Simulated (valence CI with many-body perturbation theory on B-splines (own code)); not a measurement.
# Tb⁴²⁺ in three bases

Computed by valence CI with perturbative core correlation (CI+MBPT): five valence electrons over a frozen Dirac-Fock core [Ar], a basis of 7 s, 7 p, 8 d, 6 f, 4 g, 1 h functions for each j, with the one-electron correlation potential Σ1, the two-electron term Σ2, the three-electron term Σ3, Breit, model QED; selected CI, second order for the rest, scaled by the run's own slope (own B-spline code, finite nucleus).

The last digits are not significant, and no measured levels were compared; by estimate large intervals hold to a few tenths of a per cent, small ones and those within an open d or f shell to about a per cent. Among the levels kept, up to 550 cm⁻¹ of a level comes from second order outside the variational space, and about a tenth of that is noise between levels of different J, which matters for small intervals. Only levels of the ground parity were solved; by the run's estimate the other parity begins above the list, which can be wrong where configurations are misplaced.

The reference run has the lowest level (3d3/2^4 3d5/2) J=5/2 and an ionisation energy of 3300.86 eV. Its largest variational space holds 20000 state functions.

Levels are named by their leading jj configuration (3d3/2^4 stands for four electrons in 3d with j = 3/2), which in mixed levels can hold well under half, so a name can repeat and another be missing. Letters in brackets count levels of one name in rising energy.

Changed runs:
A. basis 6 s, 6 p, 5 d, 5 f, 1 g
B. basis 5 s, 5 p, 4 d, 4 f

Excitation energies of the reference run in cm⁻¹, and shifts in cm⁻¹:

| Level | Reference | A | B |
| --- | --- | --- | --- |
| (3d3/2^3 3d5/2^2) J=5/2 [a] | 223903 | -208 | -380 |
| (3d3/2^3 3d5/2^2) J=7/2 [a] | 307350 | -1.0 | +412 |
| (3d3/2^3 3d5/2^2) J=3/2 [a] | 317019 | -21 | +319 |
| (3d3/2^3 3d5/2^2) J=11/2 | 318311 | +42 | +424 |
| (3d3/2^3 3d5/2^2) J=9/2 | 350927 | +45 | +711 |
| (3d3/2^3 3d5/2^2) J=5/2 [b] | 370601 | +42 | +837 |
| (3d3/2^3 3d5/2^2) J=1/2 | 385913 | +10 | +669 |
| (3d3/2^3 3d5/2^2) J=7/2 [b] | 406734 | +152 | +1140 |
| (3d3/2^3 3d5/2^2) J=3/2 [b] | 500638 | +213 | +1225 |
| (3d3/2^2 3d5/2^3) J=5/2 [a] | 527529 | -144 | -72 |
| (3d3/2^2 3d5/2^3) J=7/2 [a] | 580017 | -130 | +305 |
| (3d3/2^2 3d5/2^3) J=11/2 | 585946 | -62 | +294 |
| Ionisation energy (eV) | 3300.86 | -0.11 | -0.19 |
